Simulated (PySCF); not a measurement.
## Dipole moment and polarisability of `C[SiH2][C@@H]([SiH3])C(F)(F)F`

Species: C3H9F3Si2.
Cartesian coordinates in Å at the GFN2-xTB level; atoms count from 1:
```
atom  x, y, z in Å
C1     2.0855    0.5124    0.5168
Si2    1.1347   -0.1266   -0.9899
C3    -0.7246   -0.3342   -0.5576
Si4   -1.1195   -1.2847    1.0545
C5    -1.3847    0.9948   -0.4967
F6    -2.7145    0.9248   -0.2642
F7    -0.8960    1.7891    0.4770
F8    -1.2667    1.7130   -1.6347
H9     2.0408   -0.1953    1.3403
H10    1.6853    1.4580    0.8719
H11    3.1315    0.6681    0.2712
H12    1.5811   -1.4729   -1.3689
H13    1.2556    0.7841   -2.1312
H14   -1.1987   -0.8592   -1.3898
H15   -2.5572   -1.5387    1.1191
H16   -0.3718   -2.5394    0.9768
H17   -0.6879   -0.4814    2.1957
```

Level: CAM-B3LYP/def2-SVPD (PySCF), static field, nuclei fixed, core orbitals frozen in the response. The polarisability tensor in these axes (au):

```
x   95.17  2.82 -3.00
y    2.82 86.33 -4.02
z   -3.00 -4.02 88.60
```

Problem. What are the eigenvalues, a third of the trace, and Δα (Δα² = ½Σ(αi − αj)² over the three pairs)?

Solution. Principal values 83.27, 88.96 and 97.87 au; mean 90.03 au = 13.34 Å³ = 14.84 × 10⁻⁴⁰ C²·m²/J; Δα = 12.75 au (14 % of the mean).

Problem. What is the dipole moment, and where does it point?

Solution. (1.48, -1.89, 0.30) D, 2.41 D in size, pointing from the negative to the positive side. Measured along this direction, the outermost atoms are F6 and F8 at the negative end and H12 and H16 at the positive end.

Problem. What would n − 1 = 2πNα be for an ideal gas of these molecules at 298.15 K and 1 atm, electronic part alone?

Solution. N = p/kT = 2.4615 × 10¹⁹ cm⁻³, so n − 1 = 2π × N × 13.34 × 10⁻²⁴ cm³ = 2063 × 10⁻⁶ at long wavelengths.

Problem. What molar refraction does this α imply?

Solution. Lorentz–Lorenz: R = (4π/3)N_A α = 2.5225 cm³/(mol·Å³) × 13.34 Å³ = 33.7 cm³/mol, in the limit of long wavelengths.

Problem. Traceless (Buckingham) quadrupole moment about the centre of nuclear charge: eigenvalues?

Solution. -4.76, 0.60, 4.17 D·Å. The values depend on the origin, since the dipole doesn't vanish. The electronic extent ⟨r²⟩ about the same centre is 1414 bohr², a root-mean-square distance of 2.20 Å for the 82 electrons.

Geometry: GFN2-xTB, one conformer, isolated molecule.
